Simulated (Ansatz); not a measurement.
A nudged elastic band was laid between two geometries of BFH₆N₂ (10 atoms, charge 0, multiplicity 1).

The calculation used RKS r2SCANh-D4/def2-SVP in Ansatz 0.2.0.

```yaml
movable_images: 7
climbing_image: yes
spring: 5.0 eV/Å²
optimiser: quadratic models (default)
start_path: through a guess of the saddle point
force_threshold: 0.05 eV/Å
iteration_limit: 60
end_points: relaxed
```

First end point:

```xyz
10
Properties=species:S:1:pos:R:3
B -0.174 0.183 0.133
F -0.436 -0.660 1.221
H 0.976 0.129 -0.298
N -1.231 0.247 -0.900
H -2.091 -0.215 -0.615
H -0.959 -0.138 -1.797
N -0.222 1.696 0.909
H -1.174 1.869 1.234
H 0.019 2.429 0.244
H 0.410 1.742 1.707
```

Last end point:

```xyz
10
Properties=species:S:1:pos:R:3
B -0.117 0.683 -0.405
F -0.165 -0.187 2.418
H 0.997 0.329 -0.698
N -1.226 0.050 -0.975
H -1.128 -0.764 -1.563
H -2.186 0.262 -0.740
N -0.259 1.744 0.559
H -1.142 2.230 0.667
H 0.528 2.360 0.719
H -0.187 0.575 1.857
```

What changes between the two ends?

Bonds broken: B1–F2, N7–H10. Bonds formed: F2–H10. BFH6N2 becomes BH5N2 + FH.

What energy profile does the band end with?

It converged. The highest image is number 6 of 0 to 8, 26.4 kcal/mol above the first end and 15.7 kcal/mol above the last; the last end lies 10.6 kcal/mol above the first. The profile has 2 maxima (images 2, 6) with wells between them (image 4): this band takes more than one step, which may be the mechanism or a detour left from its start path. A vibrational analysis at the climbing image gives one clearly imaginary mode, 893i cm⁻¹: a first-order saddle point. The orbitals stay closed-shell, which can raise the energy where a bond breaks towards radicals; this wasn't checked here.

```json
{"image": "0", "path coordinate (Å)": "0.00", "energy (kcal/mol)": "0.0", "B1–F2 (Å)": "1.40", "N7–H10 (Å)": "1.02", "F2–H10 (Å)": "2.59"}
{"image": "1", "path coordinate (Å)": "0.99", "energy (kcal/mol)": "1.9", "B1–F2 (Å)": "1.39", "N7–H10 (Å)": "1.02", "F2–H10 (Å)": "2.57"}
{"image": "2", "path coordinate (Å)": "1.98", "energy (kcal/mol)": "6.2", "B1–F2 (Å)": "1.40", "N7–H10 (Å)": "1.02", "F2–H10 (Å)": "2.47"}
{"image": "3", "path coordinate (Å)": "2.97", "energy (kcal/mol)": "2.2", "B1–F2 (Å)": "1.41", "N7–H10 (Å)": "1.02", "F2–H10 (Å)": "2.55"}
{"image": "4", "path coordinate (Å)": "3.96", "energy (kcal/mol)": "0.3", "B1–F2 (Å)": "1.40", "N7–H10 (Å)": "1.02", "F2–H10 (Å)": "2.48"}
{"image": "5", "path coordinate (Å)": "4.95", "energy (kcal/mol)": "2.1", "B1–F2 (Å)": "1.42", "N7–H10 (Å)": "1.02", "F2–H10 (Å)": "2.19"}
{"image": "6", "path coordinate (Å)": "5.94", "energy (kcal/mol)": "26.4", "B1–F2 (Å)": "1.85", "N7–H10 (Å)": "1.24", "F2–H10 (Å)": "1.18"}
{"image": "7", "path coordinate (Å)": "6.53", "energy (kcal/mol)": "13.3", "B1–F2 (Å)": "2.48", "N7–H10 (Å)": "1.64", "F2–H10 (Å)": "0.96"}
{"image": "8", "path coordinate (Å)": "7.13", "energy (kcal/mol)": "10.6", "B1–F2 (Å)": "2.96", "N7–H10 (Å)": "1.75", "F2–H10 (Å)": "0.95"}
```

What is the geometry of the highest image?


```xyz
10
Properties=species:S:1:pos:R:3
B -0.111 0.430 -0.058
F -0.311 -0.228 1.661
H 1.002 0.070 -0.342
N -1.209 0.077 -0.888
H -1.181 -0.819 -1.355
H -2.154 0.308 -0.607
N -0.213 1.783 0.684
H -1.013 2.364 0.448
H 0.634 2.343 0.689
H -0.326 0.952 1.604
```

Run time: 10 min on 2 threads of Arm Neoverse V1 (shared host), peak memory 0.19 GiB.
